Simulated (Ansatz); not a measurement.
One geometry of B8H14, several levels of theory.

```yaml
crystal:
  periodic: [false, false, false]
  atoms:
    - {symbol: B, position_ang: [0.015546, -1.525669, -0.505975]}
    - {symbol: B, position_ang: [1.379071, -0.861131, 0.483211]}
    - {symbol: B, position_ang: [0.147088, 0.735893, -1.830695]}
    - {symbol: B, position_ang: [0.700294, 0.254781, 1.629065]}
    - {symbol: B, position_ang: [0.102281, 1.938315, -0.547120]}
    - {symbol: B, position_ang: [-1.471182, -0.808547, 0.245427]}
    - {symbol: B, position_ang: [-0.953300, 0.282985, 1.490900]}
    - {symbol: B, position_ang: [0.007445, 0.157738, -0.053858]}
    - {symbol: H, position_ang: [-0.939437, 2.460660, -0.232084]}
    - {symbol: H, position_ang: [-1.776986, 1.079311, 1.840541]}
    - {symbol: H, position_ang: [0.898041, -2.116148, 0.286899]}
    - {symbol: H, position_ang: [-2.541222, -0.837940, -0.290923]}
    - {symbol: H, position_ang: [-0.862590, 0.430897, -2.420061]}
    - {symbol: H, position_ang: [1.131974, 2.393220, -0.111326]}
    - {symbol: H, position_ang: [1.165464, -1.009720, 1.789359]}
    - {symbol: H, position_ang: [-1.478983, -0.964591, 1.569491]}
    - {symbol: H, position_ang: [0.096177, -2.059617, -1.572374]}
    - {symbol: H, position_ang: [1.207814, 0.377442, -2.284440]}
    - {symbol: H, position_ang: [1.481434, 1.022267, 2.114315]}
    - {symbol: H, position_ang: [2.521080, -0.928657, 0.129819]}
    - {symbol: H, position_ang: [-1.009660, -2.080467, 0.122794]}
    - {symbol: H, position_ang: [0.179651, 2.058978, -1.852993]}
basis:
  gaussian: {orbitals: def2-SVP, initial_orbitals: start.molden}
correlation: {method: ccsd_t}
scf: {omitted_lower_state_checks: [starts]}
output: {orbitals: {seedname: orbitals}}
```

The file start.molden holds the orbitals of an earlier run on this structure, at another level or in another basis.

```sh
$ ansatz run in.yaml --threads 4 --pin off --events-out ev --progress --plain --max-ram 4787MiB
```

Output, abridged:

```
Functional definition: HF
1867 factors; integrals over basis functions are off by at most 1.2e-3 eV
mean field evaluation 1: about -5586.5999 eV, gradient 2.1e1 eV
mean field evaluation 2: about -5587.5817 eV, gradient 8.5e-1 eV
mean field evaluation 4: about -5587.7300 eV, gradient 3.6e-1 eV
mean field evaluation 8: about -5587.7305 eV, gradient 5.5e-6 eV
mean field -5587.73046198 eV, -205.3453069782 hartree, gradient 5.5e-6 eV, S^2 0.000000; 0 other end points of the search recorded, 0 dependent functions left out
8 core orbitals not correlated: weight in the atoms' cores, before any rotation towards them, 1.000 or more for the frozen orbitals, at most 0.000 for the correlated occupied ones
reference -5587.73046198 eV, -205.3453069782 hartree; 19, 19 occupied and 155, 155 virtual orbitals, 1867 factors
second order -22.84163301 eV of doubles, -0.00000000 eV of singles
cycle   1  -24.36842723 eV  change    -1.5e0 eV  update   1.2e-1
cycle   2  -25.12546950 eV  change   -7.6e-1 eV  update   3.2e-2
cycle   3  -25.22751710 eV  change   -1.0e-1 eV  update   1.3e-2
cycle   4  -25.22239726 eV  change    5.1e-3 eV  update   3.4e-3
cycle   5  -25.22152278 eV  change    8.7e-4 eV  update   1.6e-3
cycle   6  -25.22106294 eV  change    4.6e-4 eV  update   5.1e-4
cycle   7  -25.22091996 eV  change    1.4e-4 eV  update   1.9e-4
cycle   8  -25.22098405 eV  change   -6.4e-5 eV  update   6.7e-5
cycle   9  -25.22099548 eV  change   -1.1e-5 eV  update   2.5e-5
perturbative correction -1.06767977 eV, -0.0392365079 hartree
Total energy: -5614.01913724 eV, -206.3113979746 hartree
Checks for a lower state left out: starts
```

It took 80 s on 4 threads of Arm Neoverse V1 on a shared host, peak host memory 2.5 GiB.

First input, but with `gaussian: {orbitals: def2-TZVP, initial_orbitals: start.molden}`, `hamiltonian: {xc: {name: BHLYP}, dispersion: d4}` and without the key `correlation` (abridged; 9.5 s):

```
Functional definition: BHLYP
mean field -5635.59808901 eV, -207.1044098255 hartree, gradient 1.9e-5 eV, S^2 0.000000
Total energy: -5636.38615258 eV, -207.1333706274 hartree
Checks for a lower state left out: starts
```

The first input with `gaussian: {orbitals: def2-TZVP, initial_orbitals: start.molden}`, `hamiltonian: {xc: pbe, dispersion: d4}`, `output: {forces: true, orbitals: {seedname: orbitals}}` and without the key `correlation` (abridged; 7 s):

```
Functional definition: PBE
mean field -5629.78874896 eV, -206.8909205165 hartree, gradient 1.6e-5 eV, S^2 0.000000
Total energy: -5630.43562936 eV, -206.9146929326 hartree
Atom 0 force     0.001698     0.014142     0.013318 eV/Å
Atom 1 force    -0.025869     0.036617    -0.036432 eV/Å
Atom 2 force    -0.000060     0.035452     0.048485 eV/Å
Atom 3 force    -0.020382    -0.013460    -0.044728 eV/Å
Atom 4 force     0.003255    -0.064560    -0.023149 eV/Å
Atom 5 force     0.029820     0.032889    -0.029024 eV/Å
Atom 6 force     0.031998    -0.012460    -0.040801 eV/Å
Atom 7 force    -0.000092     0.024511    -0.010100 eV/Å
Atom 8 force     0.128060    -0.058195    -0.039125 eV/Å
Atom 9 force     0.114113    -0.106676    -0.045372 eV/Å
Atom 10 force    -0.002601     0.025774    -0.038201 eV/Å
Atom 11 force     0.152901    -0.001895     0.077285 eV/Å
Atom 12 force     0.121218     0.030873     0.072659 eV/Å
Atom 13 force    -0.129198    -0.053571    -0.050712 eV/Å
Atom 14 force     0.022361     0.074484    -0.034278 eV/Å
Atom 15 force    -0.016076     0.073245    -0.042630 eV/Å
Atom 16 force    -0.011246     0.070670     0.144695 eV/Å
Atom 17 force    -0.128320     0.037228     0.056921 eV/Å
Atom 18 force    -0.108179    -0.101693    -0.066183 eV/Å
Atom 19 force    -0.164137     0.003013     0.051561 eV/Å
Atom 20 force     0.009629     0.026756    -0.034030 eV/Å
Atom 21 force    -0.008893    -0.073144     0.069842 eV/Å
Dipole moment:    -0.033596    -0.759688     0.219967 e Å
Checks for a lower state left out: starts
```

First input, but with `gaussian: {orbitals: def2-TZVP, initial_orbitals: start.molden}`, `correlation: {method: mp2}` (abridged; 10 s):

```
Functional definition: HF
mean field -5593.36257916 eV, -205.5522834666 hartree, gradient 1.9e-6 eV, S^2 0.000000
8 core orbitals not correlated: weight in the atoms' cores, before any rotation towards them, 1.000 or more for the frozen orbitals, at most 0.000 for the correlated occupied ones
second order -26.20479397 eV of doubles, -0.00000000 eV of singles
Total energy: -5619.56737313 eV, -206.5152918829 hartree
Checks for a lower state left out: starts
```

Geometry: r2SCAN-D4/def2-SVP.

Correlated methods freeze 8 core orbitals. Another isomer (singlet) lies 0.92 eV lower at PBE0-D4/def2-TZVP; other spin states weren't run for this one.
